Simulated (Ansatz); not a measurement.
System: germanium monotelluride, GeTe, net charge 0, singlet state. SMILES: [Ge]=[Te]
Geometry: optimised at B3LYP-D3(BJ)/def2-TZVP (Ansatz, a program for electronic structure).

Quantity: vertical electron affinity (to the doublet state of charge -1; a negative value means that the extra electron is unbound and the number depends on the basis; each state is the SCF solution reached for its spin; for the singlet the Hartree-Fock reference is unstable and T1 is 0.030), in eV. Valence correlation only, unless marked. Open shells are spin-unrestricted. No spin-orbit coupling. The frozen core is the preceding noble-gas configuration, with the filled d and f shells of earlier blocks. Past Kr the def2 sets carry scalar-relativistic core potentials. Anions need diffuse functions: def2-D sets add few. Basis-set limits of correlation are two-point, X^-3; Hartree-Fock from the larger set.

```
level               program  vertical electron affinity (eV)
------------------  -------  -------------------------------
SVWN5/def2-TZVPD     Ansatz                             0.88
PBE/def2-TZVPD       Ansatz                             0.78
PBE0/def2-TZVPD      Ansatz                             0.92
wB97M-V/def2-TZVPD   Ansatz                             0.90
wB97X-V/def2-TZVPD   Ansatz                             0.94
```

Task: Estimate the value at CCSD(T)/CBS(def2-TZVPPD,def2-QZVPPD) as computed with Ansatz.

Result: 0.86 eV, so wB97X-V/def2-TZVPD differs from it by 0.08 eV.
